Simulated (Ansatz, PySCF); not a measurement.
Complex: CH4 (SMILES C) (first 5 atoms) with C3H8 (SMILES CCC); geometry from B3LYP-D3(BJ)/def2-TZVP, rigid monomers moved along the line of their centres of mass till C1···H12 is 2.90 Å.
(charge 0, multiplicity 1):
```xyz
16

C      0.0176     0.1592     0.1747
H      0.1125     0.2671    -0.9049
H     -0.8960    -0.3864     0.4061
H      0.8746    -0.3891     0.5626
H     -0.0223     1.1443     0.6370
C      0.4203    -1.2755     3.5097
C      0.4896     0.2434     3.6415
C     -0.8883     0.8997     3.6301
H      1.4151    -1.7253     3.5164
H     -0.1498    -1.7146     4.3323
H     -0.0705    -1.5651     2.5776
H      1.0935     0.6519     2.8264
H      1.0105     0.5055     4.5673
H     -0.8172     1.9852     3.7229
H     -1.4191     0.6783     2.7013
H     -1.5034     0.5341     4.4563
```

Counterpoise-corrected where a basis set is named; no monomer relaxation.

Frozen-core correlation.

Programs: Ansatz (Gaussian orbitals); PySCF for the dispersion terms. 

PBE/def2-TZVPPD gives 33.8 meV for the interaction energy.

Task: How do the other levels lie against it? Give each less PBE: PBE-D3(BJ)/def2-TZVPPD, r2SCAN/def2-TZVPPD, PBE0/def2-TZVPPD, wB97M-V/def2-TZVPPD, MP2/aug-cc-pVDZ, CCSD(T)/aug-cc-pVDZ.

Result: PBE-D3(BJ)/def2-TZVPPD -67.5; r2SCAN/def2-TZVPPD -32.1; PBE0/def2-TZVPPD -1.1; wB97M-V/def2-TZVPPD -62.5; MP2/aug-cc-pVDZ -47.6; CCSD(T)/aug-cc-pVDZ -47.8 meV. 0 of 6 lie above PBE; the widest gap is to PBE-D3(BJ)/def2-TZVPPD.

Ansatz is an electronic-structure program.
